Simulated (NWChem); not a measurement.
TiH₃Br; SMILES [TiH3][Br]

Results from NWChem. Coordinates come from a PBE0/def2-SVP optimisation.

Question: Predict the results for revPBE/def2-SVP. Quantities: highest occupied level (eV); orbital gap (eV); dipole (D).

Answer: 
```
Property                     Result
---------------------------  ------
highest occupied level (eV)   -7.54
orbital gap (eV)               3.31
dipole (D)                     0.12
```
